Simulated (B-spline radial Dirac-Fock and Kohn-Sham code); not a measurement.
Compton profile of Mg³⁺

System: magnesium as Mg³⁺ in the configuration 1s2 2s2 2p5.

Input of the calculation (task.json; shells as n, l, electrons):

```json
{"items": [{
  "Z": 12,
  "q": 3,
  "cfg": [[1, 0, 2], [2, 0, 2], [2, 1, 5]],
  "A": 24,
  "rrms": 3.057,
  "do": ["scatter"],
  "s": [0.0, 0.06, 0.07, 0.09, 0.11, 0.14, 0.18, 0.22, 0.28, 0.35, 0.43, 0.54, 0.68, 0.85, 1.06, 1.33, 1.66, 2.08, 2.6, 3.26, 4.07, 5.1, 6.38],
  "pz": [0, 0.1, 0.2, 0.3, 0.4, 0.5, 0.6, 0.8, 1.0, 1.2, 1.4, 1.6, 1.8, 2.0, 2.5, 3.0, 4.0, 5.0, 7.0, 10.0, 15.0, 20.0, 30.0, 40.0, 60.0, 100.0],
  "hv_scatter": [1000, 2000, 5000, 10000, 30000, 50000, 100000, 1000000]
}]}
```

Command: `python xray_run.py task.json out`

These are calculated numbers from an atomic code on a B-spline grid; the model is the impulse approximation on Dirac-Fock orbitals of the configuration average with a finite nucleus. pz is in atomic units of momentum; subshell profiles are per electron, for a selection of subshells; open shells are spread over both j values by their weights.

| pz | J total | J 1s1/2 | J 2s1/2 | J 2p3/2 |
| --- | --- | --- | --- | --- |
| 0 | 1.689 | 0.0742 | 0.327 | 0.178 |
| 0.2 | 1.678 | 0.0741 | 0.321 | 0.178 |
| 0.3 | 1.664 | 0.0740 | 0.314 | 0.178 |
| 0.4 | 1.645 | 0.0739 | 0.305 | 0.177 |
| 0.5 | 1.620 | 0.0737 | 0.294 | 0.177 |
| 0.6 | 1.590 | 0.0735 | 0.281 | 0.176 |
| 0.8 | 1.516 | 0.0730 | 0.251 | 0.174 |
| 1 | 1.425 | 0.0724 | 0.217 | 0.169 |
| 1.2 | 1.322 | 0.0717 | 0.182 | 0.163 |
| 1.4 | 1.210 | 0.0708 | 0.149 | 0.154 |
| 1.6 | 1.096 | 0.0698 | 0.119 | 0.144 |
| 1.8 | 0.9830 | 0.0687 | 0.0934 | 0.132 |
| 2 | 0.8755 | 0.0675 | 0.0716 | 0.119 |
| 2.5 | 0.6433 | 0.0642 | 0.0346 | 0.0891 |
| 3 | 0.4707 | 0.0604 | 0.0161 | 0.0635 |
| 4 | 0.2668 | 0.0520 | 0.00558 | 0.0303 |
| 5 | 0.1679 | 0.0435 | 0.00482 | 0.0142 |
| 7 | 0.08189 | 0.0284 | 0.00404 | 0.00340 |
| 10 | 0.03354 | 0.0136 | 0.00185 | 0.000522 |
| 15 | 0.008762 | 0.00386 | 0.000417 | 4.26e-05 |
| 20 | 0.002666 | 0.00121 | 0.000112 | 6.05e-06 |
| 30 | 0.0003797 | 0.000175 | 1.40e-05 | < 1e-6 |
| 40 | 8.341e-05 | 3.87e-05 | 2.91e-06 | < 1e-6 |

J(0) = 1.689. The 2s1/2 subshell gives the largest part, 39 %.

Mean momentum ⟨p⟩ by subshell (a.u.): 1s1/2 9.84, 2s1/2 2.75, 2p1/2 3.64, 2p3/2 3.63.
